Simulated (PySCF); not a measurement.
Excitations are Tamm–Dancoff values on a coarser integration grid. The basis has no diffuse functions, so Rydberg states are missing or too high.

Cartesian coordinates (Å):
```xyz
15

Al    -0.0212    -0.0208    -0.0184
Cl     1.4439    -1.1034    -1.1013
Cl    -1.6031     0.7779    -1.1935
Cl    -0.5640    -0.8722     1.8519
C      2.4865     3.8306     1.2117
C      1.7477     3.8176     0.0306
C      0.9924     2.6943    -0.2728
N      0.9628     1.6261     0.5383
C      1.6629     1.6340     1.6828
C      2.4412     2.7211     2.0527
H      3.0911     4.7011     1.4767
H      1.7486     4.6680    -0.6526
H      0.3778     2.6254    -1.1743
H      1.5704     0.7393     2.3042
H      2.9983     2.6925     2.9903
```
Charge 0, spin multiplicity 1.

**Question.** Estimate the charge on the central atom (Mulliken), T1 excitation (TDA), HOMO–LUMO gap, S1 excitation (TDA), HOMO, charge on the central atom (meta-Löwdin), S1–T1 gap (TDA) and dipole moment that TPSSh-D3(BJ)/def2-TZVP // PBE0-D3(BJ)/def2-SVP run with PySCF 2.14.0 returns for this input.

**Answer.** 
```
Quantity                                     Value
----------------------------------------  --------
charge on the central atom (Mulliken)       0.51 e
T1 excitation (TDA)                        4.17 eV
HOMO–LUMO gap                              4.51 eV
S1 excitation (TDA)                        4.18 eV
HOMO                                      -7.50 eV
charge on the central atom (meta-Löwdin)    0.79 e
S1–T1 gap (TDA)                            0.01 eV
dipole moment                               8.78 D
```
